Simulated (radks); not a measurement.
Ca2+, configuration [Ar].

All-electron calculation, Dirac Kohn-Sham, LDA (Slater exchange, Perdew-Wang correlation), spin-unpolarised, spherical densities, point nucleus. Program: a radial shooting solver on a logarithmic mesh with Libxc functionals.

Energy parts (hartree):
part                       energy
total                  -678.01968
kinetic                 682.94629
electron-nucleus      -1602.67783
Hartree                 275.70017
exchange-correlation    -33.98831

Orbitals (lengths in bohr, moments of r in powers of bohr):
orbital  occ.  eigenvalue (hartree)   <1/r>  small-component weight
1s1/2       2             -145.2725   19.70                5.09e-03
2s1/2       2             -15.75001   4.043                8.52e-04
2p1/2       2             -12.95416   3.975                8.34e-04
2p3/2       4             -12.81902   3.934                8.26e-04
3s1/2       2              -2.28099   1.217                1.68e-04
3p1/2       2              -1.59424   1.095                1.41e-04
3p3/2       4              -1.57969   1.086                1.40e-04
3d3/2       0              -0.59305  0.7633                7.40e-05
3d5/2       0              -0.59214  0.7619                7.37e-05
4s1/2       0              -0.52923  0.4183                3.24e-05

The highest occupied level is 3p3/2 at -42.986 eV. Summed over all electrons, <r^2> = 15.38 bohr^2, which gives a Langevin (diamagnetic) susceptibility term of -12.2 x 10^-6 cm^3/mol. The density falls to 0.001 e/bohr^3 at r = 2.99 bohr.
